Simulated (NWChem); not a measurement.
Species: CH2Cl3FSi; SMILES FC[Si](Cl)(Cl)Cl

```xyz
8

F     -1.0397    -2.4008     0.0000
C     -1.4928    -1.1070     0.0000
Si    -0.0513     0.1042     0.0000
Cl     1.1076    -0.1550     1.6646
Cl     1.1076    -0.1550    -1.6646
Cl    -0.8462     1.9949     0.0000
H     -2.1200    -0.9276     0.8918
H     -2.1200    -0.9276    -0.8918
```
Atoms are numbered in this order, from 1.

Computed with NWChem. Pople sets run with spherical d functions. Coordinates come from a PBE0/def2-SVP optimisation. Level M06-L/6-31G*: energy and gradient on several grids; changes count from the extra-fine grid, which is no exact limit either.

Task: Which is the coarsest grid (medium; fine; coarse; xcoarse; xfine) from which on the energy stays within 50 μHa and each gradient component within 100 μHa/bohr of xfine?

Result: fine.
```json
[
 {"grid": "xcoarse", "size of the energy change (μHa)": "10000", "largest change of a gradient component (μHa/bohr)": "6000"},
 {"grid": "coarse", "size of the energy change (μHa)": "200", "largest change of a gradient component (μHa/bohr)": "1000"},
 {"grid": "medium", "size of the energy change (μHa)": "10", "largest change of a gradient component (μHa/bohr)": "700"},
 {"grid": "fine", "size of the energy change (μHa)": "< 10", "largest change of a gradient component (μHa/bohr)": "30"},
 {"grid": "xfine", "size of the energy change (μHa)": "< 10", "largest change of a gradient component (μHa/bohr)": "< 30"}
]
```
